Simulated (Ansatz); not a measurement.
C2H2Cl (SMILES [CH]=CCl), charge 0, multiplicity 2, relaxed at each level with Ansatz (a first-principles code); harmonic frequencies from differences of analytic forces, average atomic masses, frozen cores. Open shells are unrestricted.

| level | C1–C2 (Å) | C1–H4 (Å) | C2–Cl3 (Å) | C2–H5 (Å) | C2–C1–H4 (°) | C1–C2–Cl3 (°) | C1–C2–H5 (°) | dipole (D) |
|---|---|---|---|---|---|---|---|---|
| HF/def2-TZVPP | 1.3136 | 1.0674 | 1.7423 | 1.0697 | 136.5 | 122.3 | 124.2 | 1.07 |
| PBE/def2-TZVPP | 1.3026 | 1.0823 | 1.7715 | 1.0900 | 143.5 | 122.9 | 125.2 | 0.88 |
| r2SCAN/def2-TZVPP | 1.2982 | 1.0753 | 1.7606 | 1.0823 | 142.1 | 122.6 | 125.2 | 0.95 |
| B3LYP/def2-TZVPP | 1.2940 | 1.0740 | 1.7739 | 1.0805 | 143.0 | 122.7 | 125.3 | 0.98 |
| PBE0/def2-TZVPP | 1.2968 | 1.0759 | 1.7470 | 1.0827 | 141.9 | 122.9 | 124.5 | 0.89 |
| wB97X-V/def2-TZVPP | 1.2976 | 1.0781 | 1.7518 | 1.0835 | 141.5 | 122.4 | 124.7 | 0.93 |
| MP2/cc-pV(T+d)Z | 1.2737 | 1.0725 | 1.7469 | 1.0790 | 141.3 | 123.1 | 124.1 | 0.94 |

Doubts at one or more of the structures used: a spin-contaminated determinant (HF/def2-TZVPP, MP2/cc-pV(T+d)Z).
